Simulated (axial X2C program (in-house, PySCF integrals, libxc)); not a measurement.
HfN⁻ along the bond: HF, with spin–orbit coupling

Calculated with an in-house all-electron X2C program for linear molecules (integrals from PySCF). Two-component (2c) means X2C with spin–orbit coupling and atomic mean-field two-electron Coulomb and Gaunt terms. Basis: Hf dyall-acv3z [14s15p10d7f4g], N dyall-av3z [7s7p3d2f] (cores contracted in-house); Gaussian nuclei, density fitting, unrestricted open shells. Masses: Hf 179.947 u, N 14.003 u.

State: Ω = 0 (closed shell). Dipoles are positive if N is the positive end and refer to the centre of mass.

```tsv
R (Å)	μ (D)	HOMO (eV)	LUMO (eV)
1.508	-0.295	-1.07	2.15
1.577	-1.523	-1.26	2.15
1.629	-2.376	-1.40	2.15
1.681	-3.169	-1.54	2.15
1.733	-3.900	-1.66	2.15
1.794	-4.681	-1.80	2.14
1.854	-5.387	-1.93	2.14
1.932	-6.201	-2.08	2.14
2.028	-7.068	-2.23	2.14
```

Task: The minimum lies at 1.717 Å. What is the dipole moment there?

Result: At HF, 2c, with the sign and origin stated: μ = -3.68 D.

The state is one determinant whose occupation by symmetry is held fixed; it was picked as the lowest of a PBE0 search that is not exhaustive. The closed shell is kept restricted, so the energy runs too high when the bond is stretched far. The stretched end of a curve changes character and is left out. The LUMO of an anion is an unbound level whose energy the basis sets.
